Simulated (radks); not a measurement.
Task: Spherical quantum dot in the effective-mass picture: electrons in a hard-walled sphere of unknown radius, with a point charge +1 (a donor) at the centre, all in effective atomic units (hartree* = m*/eps^2 hartree, bohr* = eps/m* bohr), one dielectric constant everywhere. Calculated with a radial shooting solver with Libxc functionals: non-relativistic Kohn-Sham, PBEsol, spin-polarised, spherical densities. Levels are named by radial order and angular momentum (1s, 1p, 1d, 2s, ...), and open shells are averaged over m. Each electron was tried in the lowest free levels, single moves between levels near the top were tried too, and the lowest total energy was kept; such a search can miss a lower state. The series stops at N = 14: beyond it a trial failed or the search could not be trusted, so later rows were left out. The values of mu = E(N) - E(N-1) (hartree*) for N = 2 to 12 are -0.021715, 0.23407, 0.34171, 0.45780, 0.59107, 0.72733, 0.83724, 0.95121, 1.1099, 1.2240, 1.3384. Estimate radius.

Result: radius = 10 (effective atomic units). The central charge lowers the s levels, so the charging steps and shell gaps carry the answer. The first electron has mu near pi^2/(2 R^2) without a central charge, and the charging energy goes as 1/R.
